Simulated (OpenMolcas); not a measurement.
# 5s2 5p2 along the 50-electron sequence

```
Program             : OpenMolcas 26.06
Method              : SS-RASPT2, IPEA 0.25 Eh, imaginary shift 0.1 Eh
Basis               : ANO-RCC-VTZP
Scalar Hamiltonian  : DKH2, point nucleus
Spin-orbit coupling : state interaction with AMFI integrals over the reference wave functions, term energies averaged over their components
```

Active space for each ion: 4 electrons in 9 orbitals (RAS2 5s 5p; RAS3 5d, at most 2 electrons); closed shells correlated by CASPT2: 4d.

Computed levels in cm-1 above 3P0:

```
                               Level    Sb+   Te2+    I3+   Xe4+
                                 3P1   2580   4050   5890   7780
                                 3P2   5050   7320   9940  12530
                                 1D2  12420  16300  20960  25780
                                 1S0  23920  29920  36260  42790
weight of 3P in the lowest level (%)     96     95     93     92
```

Mixed levels, with the weight of the term that names them: Xe4+ 3P2 (73 %), Xe4+ 1D2 (73 %).

Measured, with the error of the calculation in %. Measured levels: Sb+ from NIST Handbook of Basic Atomic Spectroscopic Data; Te2+ from the list in Zhang, Palmeri, Quinet and Biemont, Astron. Astrophys. 551, A136 (2013).

```
Level           Sb+          Te2+
  3P1  3055 (-15.7)  4757 (-14.9)
  3P2  5658 (-10.8)  8167 (-10.4)
  1D2  12790 (-2.9)  17360 (-6.1)
  1S0     23906 (0)  30398 (-1.6)
```

The fine-structure level 3P2 changes by a factor of 2.48 from Sb+ to Xe4+. Its fourth root runs 8.43, 9.25, 9.98, 10.58, with steps per unit of Z of 0.82, 0.74, 0.60; equal steps would mean a (Z - σ)^4 law with constant σ.

1D2 changes by a factor of 2.08 over the same range, with steps per unit of Z of +3880, +4660, +4820 cm-1.

CASPT2 breaks the degeneracy within a term, and the mean is taken; among the terms shown or strongly mixed into the levels shown the widest spread is 17 cm-1 (5s2 5p2 1D, Xe4+). The run also gave levels led by 5s2 5p 5d, which use shells meant for correlation; these and all levels above them are left out (holds for Sb+). Some terms miss by over 15 % even with CASPT2, which points to a basis or an active space too small for the shells correlated (holds for Sb+). The run also gave levels led by 5s 5p2 5d, 5s2 5p 5d, which use shells meant for correlation; these and all levels above them are left out (holds for Te2+; I3+). Active for correlation alone: 5d; no level in the range computed is led by a configuration that fills it, so any true level of that kind is missing (holds for Xe4+). Measured partners are found by configuration, term and J. A level has none where our copy of the source lacks it or the pairing is in doubt (some pairs that miss far off the trend of their configuration count as doubtful), and it then counts in no deviation. Levels of configurations outside the active space are missing.
